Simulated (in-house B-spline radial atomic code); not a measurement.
## RPA and G0W0 on TPSS: Yb⁺

Configuration [Xe] 4f14 6s1, highest spin, mean-field start TPSS. Computed with a B-spline radial code for spherical atoms: all electrons, scalar-relativistic (spin-free one-electron X2C), finite nucleus, each spin shell either full or empty, empty states to l = 9 with an (l + 1/2)⁻⁴ tail; G0W0 by contour deformation at full frequency.

Without the two-electron picture change, the correlation of inner shells comes somewhat too large for so heavy an element.

RPA overbinds a lone outer s electron by self-correlation, and G0W0 tends to as well.

Command:
```bash
python run_gw.py task.json out
```
Settings (radii: box in bohr, nucleus in fm):
```
Z                        70
electrons                69
configuration            [Xe] 4f14 6s1
hamiltonian              x2c
method                   tpss,tpss
lmax                     9
rms_radius               5.3108
spin_polarised           True
box_radius               23.78
intervals                70
ion_configuration        [Xe] 4f14
```

Time taken, with all properties: 20 s on 1 thread of Arm Neoverse N1, with other jobs on the host.

Energies (hartree):

```tsv
term	value
mean-field total	-14059.21402
Hartree-Fock functional on these orbitals	-14054.40928
direct second order	-8.2498
second-order exchange	1.9822
SOSEX correction	1.7544
```

Task: What is the RPA correlation energy, and what remains with SOSEX?

Result: RPA gives -6.5025 hartree (-2.56 eV per electron); RPA + SOSEX gives -4.7481, and the second-order doubles -6.2677 hartree (no singles). SOSEX takes back 27 % of the RPA value.

Quasi-particle levels (eV):

```csv
level,occupied,mean field,Σx - vxc,Σc,QP weight,G0W0
6s up,yes,-9.468,-1.97,?,?,?
6s down,no,-8.630,4.13,-2.17,0.832,-6.676
```

G0W0 = mean field + (Σx - vxc) + Σc, with Σc (partial-wave tail included) taken at the quasi-particle energy. Only the outer levels were computed. Levels of low weight are left out.

Task: Where does G0W0 put 6s up?

Result: At -12.630 eV, with Σc = -1.19 eV and a quasi-particle weight of 0.804. The tabulated removal energy is 12.179 eV (NIST, measured); the calculation leaves out spin-orbit coupling, Breit and QED terms, and what these don't explain is the method's own error.

Task: What does it cost to remove one electron (to [Xe] 4f14) by differences of total energies, each species on its own start (correlation terms add to the Hartree-Fock functional)?

Result: TPSS 12.092 eV, Hartree-Fock functional 11.078 eV, + RPA 12.648 eV, + RPA + SOSEX 12.027 eV, + second order 13.922 eV. Tabulated: 12.179 eV (NIST, measured); the calculation leaves out spin-orbit coupling, Breit and QED terms, and what these don't explain is the method's own error.
